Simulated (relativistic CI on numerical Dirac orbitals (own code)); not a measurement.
# The 4f ions of charge 2+

Method of calculation: Dirac-Coulomb-Breit CI, orbitals from a KLI potential per configuration, model QED (radiative potential, 1s self-energy scaled to tabulated hydrogen-like ionisation energies), unscaled Slater integrals (own radial code, finite nucleus).

Each species is treated in one configuration, given outside its closed core, with all valence electrons in the open shell. Radial values are for the open shell of highest l, unscaled and averaged over j; ζ includes the Breit term. Labels give the leading LS character, summed over repeated terms.

```
 Ion  Configuration  Its lowest level  LS weight (%)  ζ (cm⁻¹)  ⟨r⟩ (bohr)  ⟨r²⟩ (bohr²)  F² (cm⁻¹)  F⁴ (cm⁻¹)
La2+             4f           2F°_5/2            100     391.4       1.337         2.445                      
Ce2+            4f2              3H_4             98     511.2       1.225         2.037      76180      46950
Pr2+            4f3           4I°_9/2             98     635.5       1.145          1.77      82050      50700
Nd2+            4f4              5I_4             98     767.6       1.082         1.577      87200      53980
Pm2+            4f5           6H°_5/2             98     909.4       1.031         1.428      91880      56960
Sm2+            4f6              7F_0             96      1062      0.9873         1.309      96220      59710
Eu2+            4f7           8S°_7/2             98      1227      0.9494          1.21     100300      62290
Gd2+            4f8              7F_6             97      1404       0.916         1.127     104200      64740
Tb2+            4f9          6H°_15/2             95      1595       0.886         1.055     107900      67070
Dy2+           4f10              5I_8             95      1801      0.8589        0.9919     111400      69320
Ho2+           4f11          4I°_15/2             98      2022      0.8342        0.9366     114900      71490
Er2+           4f12              3H_6             99      2259      0.8115        0.8874     118200      73600
Tm2+           4f13           2F°_7/2            100      2513      0.7905        0.8433
```

NIST ASD lists another ground level for La2+ (2D3/2), Gd2+ (9D°2).

At low charge ζ of a weakly bound d or f electron comes out too small.
